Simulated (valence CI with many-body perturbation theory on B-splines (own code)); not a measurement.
## Nd²¹⁺: M1 decay

Method: relativistic CI+MBPT: three valence electrons over a frozen Dirac-Fock core [Kr], a basis of 7 s, 7 p, 8 d, 6 f, 4 g, 1 h functions for each j, with the one-electron correlation potential Σ1 (screened to all orders), the two-electron term Σ2, the three-electron term Σ3, Breit, model QED; selected single and double excitations, second order for the rest, scaled by the run's own slope (own B-spline code, finite nucleus).

No measured spectrum was set against this ion. As an estimate, terms of the open shell hold to 2 to 4 % of their energy, and close levels can change places. The list stops below the first excitations out of the core.

Lines 1 to 50 of 69 in falling wavelength, among levels below 82.667 eV, chosen from the decays that carry over 1 % of a level's rate. Wavelengths and rates use the calculated energies, so an error of 2000 cm⁻¹ moves a line at 1541 nm by 31 % and its rate by three times that or more. S is in atomic units (e²a₀⁴ for E2 and M2, e²a₀⁶ for E3), for M1 in squared Bohr magnetons. Weak lines are less certain than strong ones. Lines between different terms over intervals too small for the method are left out, as are lines whose strength nearly cancels. The highest levels of a list are the least certain.

Levels are named by their leading jj configuration (3d3/2^4 stands for four electrons in 3d with j = 3/2), which in mixed levels can hold well under half, so a name can repeat and another be missing. Letters in brackets count levels of one name in rising energy.

```tsv
λ vac (nm)	Upper	Lower	Type	A (s⁻¹)	S (a.u.)
1541	(4d3/2^2 4d5/2) J=9/2	(4d3/2^2 4d5/2) J=7/2	M1	3.56e+00	4.83e+00
1266	(4d3/2^2 4d5/2) J=1/2	(4d3/2^2 4d5/2) J=3/2	M1	1.28e+01	1.92e+00
617.1	(4d3/2^2 4d5/2) J=7/2	(4d3/2^2 4d5/2) J=5/2 [a]	M1	1.19e+02	8.28e+00
558.7	(4d3/2 4d5/2^2) J=5/2 [a]	(4d3/2 4d5/2^2) J=3/2 [a]	M1	3.93e+01	1.52e+00
554.7	(4d3/2^2 4d5/2) J=3/2	(4d3/2^2 4d5/2) J=5/2 [a]	M1	3.86e+01	9.78e-01
469.5	(4d3/2 4d5/2^2) J=11/2	(4d3/2 4d5/2^2) J=9/2	M1	6.02e+01	2.77e+00
401.2	(4d3/2 4d5/2^2) J=5/2 [b]	(4d3/2 4d5/2^2) J=3/2 [a]	M1	2.47e+01	3.55e-01
397.4	(4d5/2^3) J=9/2	(4d3/2 4d5/2^2) J=11/2	M1	5.54e+01	1.29e+00
366.6	(4d5/2^3) J=3/2	(4d3/2 4d5/2^2) J=5/2 [a]	M1	4.40e+01	3.22e-01
362.2	(4d3/2^2 4d5/2) J=5/2 [a]	(4d3/2^3) J=3/2	M1	7.02e+02	7.42e+00
303.4	(4d3/2 4d5/2^2) J=9/2	(4d3/2^2 4d5/2) J=9/2	M1	6.31e+02	6.53e+00
298.5	(4d3/2 4d5/2^2) J=5/2 [a]	(4d3/2 4d5/2^2) J=7/2 [a]	M1	4.75e+01	2.81e-01
285.3	(4d3/2 4d5/2^2) J=7/2 [a]	(4d3/2^2 4d5/2) J=7/2	M1	4.05e+02	2.79e+00
280.9	(4d3/2^2 4d5/2) J=5/2 [b]	(4d3/2^2 4d5/2) J=3/2	M1	3.93e+02	1.94e+00
267.2	(4d3/2^2 4d5/2) J=5/2 [b]	(4d3/2^2 4d5/2) J=7/2	M1	3.65e+01	1.55e-01
263.2	(4d3/2 4d5/2^2) J=3/2 [b]	(4d5/2^3) J=3/2	M1	6.39e+01	1.73e-01
262.1	(4d3/2 4d5/2^2) J=5/2 [b]	(4d3/2^2 4d5/2) J=5/2 [b]	M1	4.28e+02	1.72e+00
253.5	(4d3/2 4d5/2^2) J=9/2	(4d3/2^2 4d5/2) J=7/2	M1	5.20e+02	3.14e+00
249.9	(4d5/2^3) J=3/2	(4d3/2 4d5/2^2) J=1/2	M1	4.73e+02	1.09e+00
246.7	(4d3/2 4d5/2^2) J=5/2 [b]	(4d3/2 4d5/2^2) J=7/2 [a]	M1	3.57e+01	1.19e-01
244.3	(4d3/2 4d5/2^2) J=3/2 [a]	(4d3/2^2 4d5/2) J=1/2	M1	3.07e+02	6.63e-01
228.7	(4d3/2 4d5/2^2) J=7/2 [b]	(4d3/2^2 4d5/2) J=5/2 [b]	M1	3.00e+01	1.07e-01
221.4	(4d5/2^3) J=3/2	(4d3/2 4d5/2^2) J=3/2 [a]	M1	8.66e+02	1.39e+00
219.1	(4d3/2^2 4d5/2) J=3/2	(4d3/2^3) J=3/2	M1	7.52e+02	1.17e+00
217.0	(4d3/2 4d5/2^2) J=1/2	(4d3/2^2 4d5/2) J=1/2	M1	1.72e+03	1.31e+00
216.9	(4d3/2 4d5/2^2) J=7/2 [b]	(4d3/2 4d5/2^2) J=7/2 [a]	M1	1.69e+02	5.13e-01
215.2	(4d5/2^3) J=9/2	(4d3/2 4d5/2^2) J=9/2	M1	1.24e+03	4.59e+00
211.5	(4d5/2^3) J=5/2	(4d5/2^3) J=3/2	M1	1.04e+02	2.20e-01
204.8	(4d3/2 4d5/2^2) J=3/2 [a]	(4d3/2^2 4d5/2) J=3/2	M1	1.73e+03	2.20e+00
196.6	(4d5/2^3) J=9/2	(4d3/2 4d5/2^2) J=7/2 [a]	M1	1.49e+03	4.21e+00
195.1	(4d3/2 4d5/2^2) J=7/2 [a]	(4d3/2^2 4d5/2) J=5/2 [a]	M1	1.60e+03	3.52e+00
186.8	(4d3/2^2 4d5/2) J=1/2	(4d3/2^3) J=3/2	M1	2.33e+02	1.13e-01
186.5	(4d3/2^2 4d5/2) J=5/2 [b]	(4d3/2^2 4d5/2) J=5/2 [a]	M1	6.53e+01	9.41e-02
185.3	(4d3/2 4d5/2^2) J=1/2	(4d3/2^2 4d5/2) J=3/2	M1	5.01e+01	2.36e-02
184.3	(4d3/2 4d5/2^2) J=11/2	(4d3/2^2 4d5/2) J=9/2	M1	5.07e+02	1.41e+00
171.7	(4d3/2 4d5/2^2) J=3/2 [b]	(4d3/2 4d5/2^2) J=5/2 [b]	M1	2.59e+02	1.94e-01
171.2	(4d5/2^3) J=3/2	(4d3/2^2 4d5/2) J=5/2 [b]	M1	1.05e+03	7.82e-01
161.4	(4d5/2^3) J=5/2	(4d3/2 4d5/2^2) J=7/2 [b]	M1	6.41e+02	5.99e-01
153.2	(4d3/2 4d5/2^2) J=3/2 [b]	(4d3/2 4d5/2^2) J=5/2 [a]	M1	1.32e+03	7.05e-01
149.9	(4d3/2 4d5/2^2) J=5/2 [a]	(4d3/2^2 4d5/2) J=3/2	M1	3.75e+02	2.81e-01
149.6	(4d3/2 4d5/2^2) J=3/2 [a]	(4d3/2^2 4d5/2) J=5/2 [a]	M1	1.11e+03	5.53e-01
148.1	(4d5/2^3) J=5/2	(4d3/2 4d5/2^2) J=5/2 [b]	M1	1.81e+03	1.31e+00
145.9	(4d3/2 4d5/2^2) J=5/2 [a]	(4d3/2^2 4d5/2) J=7/2	M1	7.08e+02	4.89e-01
135.6	(4d3/2 4d5/2^2) J=5/2 [b]	(4d3/2^2 4d5/2) J=3/2	M1	2.04e+02	1.13e-01
133.9	(4d3/2 4d5/2^2) J=7/2 [b]	(4d3/2^2 4d5/2) J=9/2	M1	4.24e+02	3.02e-01
132.3	(4d3/2 4d5/2^2) J=5/2 [b]	(4d3/2^2 4d5/2) J=7/2	M1	2.04e+02	1.05e-01
128.2	(4d3/2 4d5/2^2) J=3/2 [b]	(4d3/2 4d5/2^2) J=1/2	M1	2.81e+02	8.78e-02
123.2	(4d3/2 4d5/2^2) J=7/2 [b]	(4d3/2^2 4d5/2) J=7/2	M1	2.04e+02	1.13e-01
123.1	(4d3/2^2 4d5/2) J=5/2 [b]	(4d3/2^3) J=3/2	M1	5.39e+01	2.24e-02
120.2	(4d3/2 4d5/2^2) J=3/2 [b]	(4d3/2 4d5/2^2) J=3/2 [a]	M1	5.76e+02	1.48e-01
```
